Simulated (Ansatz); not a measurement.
BrHTe (SMILES Br[TeH]) moved off its minimum; all values from Ansatz (an electronic-structure program), cores frozen in correlated methods. Elements past Kr take the def2 small-core potentials, without spin–orbit coupling.
(charge 0, multiplicity 1)
```xyz
3

Te    -0.5342    -0.4797     0.6348
H     -1.6778    -1.0399    -0.4594
Br     0.8406     0.7469    -0.8998
```

Forces at r2SCAN/def2-TZVPP (eV/Å):

| atom | Fx | Fy | Fz |
|---|---|---|---|
| Te1 | -0.994 | -0.864 | 0.991 |
| H2 | 0.217 | 0.141 | 0.027 |
| Br3 | 0.777 | 0.723 | -1.018 |

Give the forces (eV/Å), the total energy and the dipole at CCSD(T)/def2-TZVPPD.


```
atom      Fx      Fy      Fz
----  ------  ------  ------
Te1   -1.145  -0.999   1.162
H2     0.226   0.148   0.024
Br3    0.919   0.851  -1.186
```
Energy -2840.3541 hartree, dipole 1.17 D.
